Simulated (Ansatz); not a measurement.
C4H16BNSi2 (`BN([SiH2][SiH3])C(C)(C)C`), one more setting.

```yaml
crystal:
  periodic: [false, false, false]
  atoms:
    - {symbol: B, position_ang: [0.230587, -0.763286, -1.903802]}
    - {symbol: N, position_ang: [-0.202210, -0.346282, -0.644418]}
    - {symbol: Si, position_ang: [-0.650841, -1.697847, 0.406211]}
    - {symbol: Si, position_ang: [1.244412, -2.834382, 1.179018]}
    - {symbol: C, position_ang: [-0.254523, 1.053587, -0.157100]}
    - {symbol: C, position_ang: [0.340156, 2.016109, -1.173231]}
    - {symbol: C, position_ang: [-1.711217, 1.439838, 0.091822]}
    - {symbol: C, position_ang: [0.547552, 1.157079, 1.138838]}
    - {symbol: H, position_ang: [0.225164, -1.946573, -2.119911]}
    - {symbol: H, position_ang: [0.601537, -0.011586, -2.753021]}
    - {symbol: H, position_ang: [-1.414912, -1.204098, 1.585287]}
    - {symbol: H, position_ang: [-1.545956, -2.622004, -0.334746]}
    - {symbol: H, position_ang: [2.064128, -3.323470, 0.038002]}
    - {symbol: H, position_ang: [0.849108, -3.998969, 2.019262]}
    - {symbol: H, position_ang: [2.085442, -1.923782, 2.004486]}
    - {symbol: H, position_ang: [-0.217422, 2.010814, -2.110748]}
    - {symbol: H, position_ang: [0.305045, 3.027114, -0.761941]}
    - {symbol: H, position_ang: [1.380830, 1.772800, -1.395371]}
    - {symbol: H, position_ang: [-2.285238, 1.368087, -0.834512]}
    - {symbol: H, position_ang: [-2.177584, 0.791211, 0.835791]}
    - {symbol: H, position_ang: [-1.773961, 2.467403, 0.457184]}
    - {symbol: H, position_ang: [1.591349, 0.885146, 0.966734]}
    - {symbol: H, position_ang: [0.517357, 2.179318, 1.522085]}
    - {symbol: H, position_ang: [0.146097, 0.503573, 1.917381]}
basis:
  gaussian: {orbitals: 6-31G}
hamiltonian: {xc: {name: r2SCAN0}}
output: {forces: true}
```

```sh
$ ansatz run in.yaml --threads 5 --pin off --events-out ev --progress --plain --max-ram 66560MiB --backend cpu
```

It prints (some lines left out):

```
Functional definition: r2SCAN0
1558 factors; integrals over basis functions are off by at most 2.3e-4 eV
mean field evaluation 1: about -22313.0177 eV, gradient 5.7e1 eV
mean field evaluation 2: about -22307.9162 eV, gradient 7.2e1 eV
mean field evaluation 4: about -22320.4668 eV, gradient 2.1e0 eV
mean field evaluation 8: about -22320.9493 eV, gradient 2.5e-1 eV
mean field evaluation 16: about -22320.9494 eV, gradient 3.5e-5 eV
mean field -22320.94944601 eV, -820.2797624581 hartree, gradient 3.5e-5 eV, S^2 0.000000; 0 other end points of the search recorded, 0 dependent functions left out
reference -22320.94945583 eV, -820.2797628188 hartree; 40, 40 occupied and 72, 72 virtual orbitals, 1558 factors
Total energy: -22320.94945583 eV, -820.2797628188 hartree
Atom 0 at     0.230587    -0.763286    -1.903802 Å, force     0.142027    -0.005218    -0.478215 eV/Å
Atom 1 at    -0.202210    -0.346282    -0.644418 Å, force     0.315045     0.607206    -0.647365 eV/Å
Atom 2 at    -0.650841    -1.697847     0.406211 Å, force    -0.351353    -0.824019     0.832613 eV/Å
Atom 3 at     1.244412    -2.834382     1.179018 Å, force    -0.024400     0.010790    -0.015493 eV/Å
Atom 4 at    -0.254523     1.053587    -0.157100 Å, force    -0.044339     0.122911     0.076468 eV/Å
Atom 5 at     0.340156     2.016109    -1.173231 Å, force     0.119590     0.177067    -0.204377 eV/Å
Atom 6 at    -1.711217     1.439838     0.091822 Å, force    -0.279670     0.075207     0.043363 eV/Å
Atom 7 at     0.547552     1.157079     1.138838 Å, force     0.151374     0.031121     0.263735 eV/Å
Atom 8 at     0.225164    -1.946573    -2.119911 Å, force     0.033230     0.115457    -0.063078 eV/Å
Atom 9 at     0.601537    -0.011586    -2.753021 Å, force    -0.031799    -0.084355     0.065478 eV/Å
Atom 10 at    -1.414912    -1.204098     1.585287 Å, force    -0.096382     0.047799     0.143840 eV/Å
Atom 11 at    -1.545956    -2.622004    -0.334746 Å, force    -0.108243    -0.126814    -0.086597 eV/Å
Atom 12 at     2.064128    -3.323470     0.038002 Å, force     0.097135    -0.058821    -0.122015 eV/Å
Atom 13 at     0.849108    -3.998969     2.019262 Å, force    -0.036743    -0.142693     0.106420 eV/Å
Atom 14 at     2.085442    -1.923782     2.004486 Å, force     0.105128     0.091352     0.099937 eV/Å
Atom 15 at    -0.217422     2.010814    -2.110748 Å, force     0.014443    -0.014998     0.048981 eV/Å
Atom 16 at     0.305045     3.027114    -0.761941 Å, force    -0.001849    -0.031552    -0.008281 eV/Å
Atom 17 at     1.380830     1.772800    -1.395371 Å, force    -0.048169    -0.006200     0.018617 eV/Å
Atom 18 at    -2.285238     1.368087    -0.834512 Å, force     0.044115    -0.012141     0.024997 eV/Å
Atom 19 at    -2.177584     0.791211     0.835791 Å, force     0.019497     0.034211    -0.024997 eV/Å
Atom 20 at    -1.773961     2.467403     0.457184 Å, force     0.006556    -0.026555    -0.006837 eV/Å
Atom 21 at     1.591349     0.885146     0.966734 Å, force    -0.038787     0.001827    -0.020663 eV/Å
Atom 22 at     0.517357     2.179318     1.522085 Å, force     0.000277    -0.027492    -0.019175 eV/Å
Atom 23 at     0.146097     0.503573     1.917381 Å, force     0.013318     0.045907    -0.027355 eV/Å
Dipole moment:    -0.089757     0.278699     0.246656 e Å
```

It took 5.5 s on 5 threads of an AMD EPYC 7R13 on a shared host, with 1.4 GiB of host memory at the peak.
